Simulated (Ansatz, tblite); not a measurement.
**From O to Se: the atomisation energy (no zero-point term)**

One atom is swapped for its congeners: OF (Oxygen monofluoride); SF (Monosulfur monofluoride); SeF (Selenium monofluoride). All are doublets with charge 0.

Shapes, held fixed at every level: PBE0-D4/def2-TZVP. Programs: Ansatz 0.2.0, tblite 0.8.0. Values in eV.

```tsv
level	OF	SF	SeF
GFN2-xTB	3.34	3.11	2.83
HF/def2-TZVPP	-0.65	1.50	1.30
r2SCAN-D4/def2-TZVPP	2.53	3.74	3.53
PBE0-D4/def2-TZVPP	2.36	3.66	3.43
wB97X-V/def2-TZVPP	2.46	3.78	3.57
MP2/def2-SVP	1.84	3.06	2.94
CCSD(T)/def2-TZVPP	2.04	3.38	3.21
```

At CCSD(T)/def2-TZVPP the atomisation energy isn't monotonic: it is largest for S and smallest for O (3.38 and 2.04 eV). 6 of 7 levels show this order throughout; 6 agree on the largest and the smallest. Open shells run unrestricted unless RO is named. Relativity is left out for Se unless named. Correlated rows may include outer-core shells of Se, which these sets cover unevenly. GFN2-xTB strays far from the other rows. Spin-orbit coupling, which grows down the group, is left out (summed over each molecule's free atoms 0.03, 0.04, 0.13 eV).
